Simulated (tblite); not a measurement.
C₆H₈FO₂P.
Numbering: `[CH3:1][C:2](=[O:3])[P@:4]1(=[O:5])[CH2:6][CH2:7][CH:8]=[C:9]1[F:10]` (hydrogens: H11, H12, H13 on C1; H14, H15 on C6; H16, H17 on C7; H18 on C8)

Cartesian coordinates in Å at the GFN2-xTB level; atoms count from 1:
```
atom  x, y, z in Å
C1     2.3188   -1.4869   -1.0887
C2     1.1449   -1.1846   -0.2297
O3     0.5436   -1.9436    0.4774
P4     0.6348    0.6268   -0.3573
O5     1.7564    1.5526   -0.5465
C6    -0.5663    0.9403    1.0015
C7    -1.9525    0.5566    0.4679
C8    -1.9245    0.5844   -1.0293
C9    -0.7214    0.6156   -1.5831
F10   -0.4718    0.5964   -2.8982
H11    3.1291   -0.8159   -0.8012
H12    2.0600   -1.2421   -2.1208
H13    2.6294   -2.5258   -1.0079
H14   -0.5020    2.0104    1.2173
H15   -0.3051    0.3926    1.9063
H16   -2.7240    1.2287    0.8493
H17   -2.2120   -0.4554    0.7904
H18   -2.8462    0.5564   -1.5884
```

All values are computed: GFN2-xTB (tblite) harmonic vibrations without scaling, gas phase. This tight-binding method is rough: wavenumbers can miss measured ones by several per cent, in bad cases by 10 to 20. One conformer, not necessarily the lowest.

Harmonic wavenumbers (cm⁻¹): 31.5, 61.2, 76.9, 130.1, 147.9, 195.8, 232.9, 244.9, 294.1, 345.7, 379.4, 431.9, 468.4, 500.9, 600.3, 606.9, 661.1, 746.9, 791.6, 814.2, 933.1, 951.7, 956.6, 963.3, 1077.4, 1090.9, 1111.3, 1136.1, 1178.2, 1211.0, 1228.1, 1279.2, 1302.1, 1349.9, 1414.8, 1416.7, 1421.3, 1461.6, 1685.5, 1775.0, 2948.1, 2959.1, 2979.9, 2983.2, 2995.6, 3005.2, 3042.1, 3101.4.

A = 1458, B = 1059, C = 923.5 MHz; mass 162.025 u (most abundant isotopes); point group C1, symmetry number 1.

Question: Zero-point energy?

Answer: ½Σν̃ = 28360 cm⁻¹ = 339.27 kJ/mol.

Question: Entropy at 500 K, 1 bar (ideal gas, RRHO, classical rotation)?

Answer: Translation 183.05, rotation 131.14, vibration 233.80: S = 548.0 J/(mol K).

Question: And Cp and H(500 K) − H(0)?

Answer: Cp = 244.49 J/(mol K), of which vibrations give 211.23 (their classical limit is 48 R = 399.1); H(500 K) − H(0) = 74.24 kJ/mol without the zero-point energy, 57.62 from vibrations.

Question: Which modes carry the vibrational entropy at 500 K?

Answer: 31.5 cm⁻¹: 28.28; 61.2 cm⁻¹: 22.76; 76.9 cm⁻¹: 20.87; 130.1 cm⁻¹: 16.53; 147.9 cm⁻¹: 15.48; 195.8 cm⁻¹: 13.19 J/(mol K); the other 42 give 116.68 together.

Question: How do the functions run with temperature in this model?

Answer: 
```csv
T (K),S (J/(mol K)),Cp (J/(mol K)),H − H(0) (kJ/mol),G − H(0) (kJ/mol),ln q(vib)
100,306.8,86.5,5.94,-24.73,2.40
200,380.8,131.1,16.87,-59.28,5.52
300,441.9,173.1,32.09,-100.47,8.54
800,678.8,310.6,158.49,-384.51,22.14
1000,751.2,338.4,223.54,-527.68,26.90
```

q(vib) and H(0) count from the zero-point level.

Question: What must be added to the electronic energy to get the Gibbs energy at 500 K and 1 bar?

Answer: ZPE + [H(500 K) − H(0)] − T·S = 339.27 + 74.24 − 273.99 = 139.52 kJ/mol.

Hindered rotation and anharmonicity are outside this model. Other conformers, if any are populated, would add a mixing term that is left out. The structure is chiral; the term R ln 2 for an equal mix with its mirror image is left out.
